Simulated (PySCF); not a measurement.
BH₂N. Atoms are numbered in the order given.

```xyz
4

B      0.0000     0.0000     0.6923
N      0.0000     0.0000    -0.5410
H      0.0000     0.0000     1.8591
H      0.0000     0.0000    -1.5332
```
Charge 0, spin multiplicity 1.

The structure is a stationary point at B3LYP-D3(BJ)/def2-TZVPD.

Computed with PBE/def2-TZVPD (PySCF).

Mulliken values depend strongly on the basis, most of all with diffuse functions as here. ESP charges are fitted to the potential on shells at 1.4 to 2.0 van der Waals radii. Atomic charges (e):

```tsv
atom	ESP fit	IAO	Mulliken
B1	[?]	0.08	-0.71
N2	[?]	-0.43	0.41
H3	[?]	0.05	0.05
H4	[?]	0.31	0.24
```

Task: Fill in the missing entries. (An estimate is asked for; the answer gives what the named calculation found.)

Result: 
- B1, ESP fit: 0.25
- N2, ESP fit: -0.72
- H3, ESP fit: 0.04
- H4, ESP fit: 0.43
